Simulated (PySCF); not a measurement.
Species: CH8B2SSi.
Bonds: B1–C2, C2–B3, B3–S4, S4–Si5. Hydrogens: H6, H7 on B1; H8, H9 on C2; H10 on B3; H11, H12, H13 on Si5.

Theory: PBE0-D3(BJ)/def2-SVP geometry optimisation, gas phase in PySCF 2.14.0.

(1) List the bond lengths, angles and torsions at this level.

Results:

(1) 
| bond | length (Å) |
| --- | --- |
| B1–C2 | 1.555 |
| C2–B3 | 1.570 |
| B3–S4 | 1.795 |
| S4–Si5 | 2.167 |
| B1–H6, B1–H7 | 1.210 |
| C2–H8, C2–H9 | 1.102 |
| B3–H10 | 1.208 |
| Si5–H11, Si5–H12, Si5–H13 | 1.491 |

Bonds in one row agree within 0.01 Å and their mean is given. A selection of angles:
| angle | degrees |
| --- | --- |
| C2–B1–H6 | 120.3 |
| C2–B1–H7 | 120.9 |
| H6–B1–H7 | 118.7 |
| B1–C2–B3 | 103.4 |
| B1–C2–H8 | 109.0 |
| B1–C2–H9 | 113.6 |
| B3–C2–H8 | 104.8 |
| B3–C2–H9 | 113.9 |
| H8–C2–H9 | 111.5 |
| C2–B3–S4 | 126.6 |
| C2–B3–H10 | 120.7 |
| S4–B3–H10 | 112.6 |
| B3–S4–Si5 | 104.3 |
| S4–Si5–H11 | 110.7 |
| S4–Si5–H12 | 105.6 |
| H11–Si5–H12 | 109.7 |

Dihedral angles: B1–C2–B3–S4 101° (anticlinal); C2–B3–S4–Si5 2° (synperiplanar). The mirror-image conformer, all signs reversed, is as good.

Si5 (SiH3 silicon) is distorted tetrahedral (angles from 105.6° to 111.0°). Of the pairs four or more bonds apart, Si5···H9 is among the closest relative to their van der Waals radii: 2.81 Å, 85 % of the sum of Bondi's values. B3 (three-coordinate boron) is planar (angles 126.6°, 120.7° and 112.6°, sum 360.0°, 0.02 Å off the plane of its three neighbours). B1 (three-coordinate boron) is planar (angles 120.9°, 120.3° and 118.7°, sum 359.9°, 0.02 Å off the plane of its three neighbours).

Point group: C1 (no symmetry element, even within 0.4 Å). Stationary, but not proved a minimum. The numbers are those of one conformer (H–B1–C2–B3 74° and -103°, B1–C2–B3–S4 101°, C2–B3–S4–Si5 2°).

The run took 42 s of wall time on one thread, Arm Neoverse V1 (aarch64), shared host, and the process peaked at 0.52 GiB of memory. This is the geometry optimisation.
